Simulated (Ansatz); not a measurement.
`[CH3][Ga-]([CH3])([SH2+])[Cl]`, 13 atoms. Total charge 0; spin multiplicity 1. Correlated methods include outer-core shells of Ga, which these sets cover unevenly. Scalar relativity is left out up to krypton. All runs use 4 threads of an Arm Neoverse V2 on a shared host. Correlated methods freeze the cores.

**Question.** How many basis functions does each run have, and how long does it take in Ansatz? RKS B2PLYP (frozen core)/def2-TZVPP energy; RKS ωB97M-V/def2-QZVPP energy; RKS PBE0-D4/def2-TZVP frequencies; RKS r2SCAN-D4/def2-TZVPP energy and forces; RKS PBE0-D4/def2-QZVPP energy; direct RPA on PBE orbitals/def2-TZVPP energy; RKS r2SCAN0-D4/def2-TZVPP energy; RHF-CCSD(T)/def2-SVP energy; RKS PBE0-D4/def2-TZVP relaxation (8 steps); RKS PBE0-D4/def2-SVP energy; RKS LC-ωPBE/def2-TZVPP energy; RHF-MP2/def2-TZVPP energy. (Best estimate.)

**Answer.** Ansatz gave: Other jobs shared the machine, so times are rough.

| level | job | functions | wall time | peak host memory (GiB) |
| --- | --- | --- | --- | --- |
| RKS PBE0-D4/def2-SVP | energy | 136 | 2.3 s | 0.64 |
| RKS LC-ωPBE/def2-TZVPP | energy | 306 | 4.7 s | 0.77 |
| RHF-MP2/def2-TZVPP | energy | 306 | 7 s | 0.92 |
| RKS r2SCAN-D4/def2-TZVPP | energy and forces | 306 | 9 s | 0.56 |
| direct RPA on PBE orbitals/def2-TZVPP | energy | 306 | 9.5 s | 0.9 |
| RKS B2PLYP (frozen core)/def2-TZVPP | energy | 306 | 11 s | 0.97 |
| RKS r2SCAN0-D4/def2-TZVPP | energy | 306 | 11 s | 1.2 |
| RHF-CCSD(T)/def2-SVP | energy | 136 | 19 s | 0.9 |
| RKS PBE0-D4/def2-QZVPP | energy | 583 | 22 s | 2.9 |
| RKS ωB97M-V/def2-QZVPP | energy | 583 | 45 s | 3.4 |
| RKS PBE0-D4/def2-TZVP | relaxation (8 steps) | 232 | 56 s | 0.84 |
| RKS PBE0-D4/def2-TZVP | frequencies | 232 | 5.8 min | 0.85 |

LC-ωPBE has ω = 0.4 bohr⁻¹.
